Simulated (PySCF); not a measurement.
C₄H₆F₂O.
Atom-mapped SMILES: `[F:1][C@@H:2]1[CH2:3][CH2:4][C@@H:5]([F:6])[O:7]1` (hydrogens: H8 on C2; H9, H10 on C3; H11, H12 on C4; H13 on C5)

Computed geometry: GFN2-xTB, gas phase.

Q: Give the optimised bond lengths and angles.

A: 
```json
{"bond": "F1–C2, C5–F6", "length (bohr)": "2.613", "order": "single"}
{"bond": "C2–C3, C4–C5", "length (bohr)": "2.886", "order": "single"}
{"bond": "C3–C4", "length (bohr)": "2.890", "order": "single"}
{"bond": "C2–O7, C5–O7", "length (bohr)": "2.623", "order": "single"}
{"bond": "C2–H8, C5–H13", "length (bohr)": "2.070", "order": "single"}
{"bond": "C3–H9, C4–H11", "length (bohr)": "2.053", "order": "single"}
{"bond": "C3–H10, C4–H12", "length (bohr)": "2.058", "order": "single"}
```

Bonds in one row agree within 0.02 bohr and their mean is given. Orders are formal, as drawn. A selection of angles:
```json
{"angle": "F1–C2–C3", "degrees": "109.1"}
{"angle": "F1–C2–O7", "degrees": "108.1"}
{"angle": "F1–C2–H8", "degrees": "105.6"}
{"angle": "C3–C2–O7", "degrees": "107.4"}
{"angle": "C3–C2–H8", "degrees": "116.1"}
{"angle": "O7–C2–H8", "degrees": "110.3"}
{"angle": "C2–C3–C4", "degrees": "100.9"}
{"angle": "C2–C3–H9", "degrees": "111.1"}
{"angle": "C2–C3–H10", "degrees": "109.7"}
{"angle": "C4–C3–H9", "degrees": "113.7"}
{"angle": "C4–C3–H10", "degrees": "111.0"}
{"angle": "H9–C3–H10", "degrees": "110.0"}
{"angle": "C2–O7–C5", "degrees": "110.6"}
```

Torsions: F1–C2–C3–C4 -87° (synclinal); C2–C3–C4–C5 -34° (synclinal); C3–C4–C5–F6 -87° (synclinal); C4–C5–O7–C2 -12° (synperiplanar); F1–C2–O7–C5 106° (anticlinal).

All 3 C–C bonds measure 1.527 to 1.529 Å. The 5-membered ring C2–C3–C4–C5–O7 has internal angles of 100.9° to 110.6° (sum 527°, against 540° for a flat polygon); it is puckered, 0.16 Å rms from its mean plane, widest ring torsion 34°.

Point group: C2 (every atom within 0.08 Å of its image). GFN2-xTB frequencies: not computed here. One conformer, not necessarily the lowest.
